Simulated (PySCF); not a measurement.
A structure optimised at PBE-D3(BJ)/def2-SVP, used in a PySCF frequency run:

```xyz
10

Ta    -0.0356    -0.0148     0.0000
O     -1.7625     0.2173     0.0000
O      0.5319    -1.8676     0.0000
H      0.0355    -2.7025     0.0000
N      0.6432     0.8779    -1.6570
H      0.0767     1.4406    -2.2989
H      1.6236     0.9062    -1.9570
N      0.6432     0.8779     1.6570
H      0.0767     1.4406     2.2989
H      1.6236     0.9062     1.9570
```

Write its SMILES, formula and point group.

[NH2][Ta]([NH2])(=[O])[OH], H5N2O2Ta, Cs

What are its rotational constants (standard atomic weights)?

3.1071, 3.0423, 2.7009 GHz
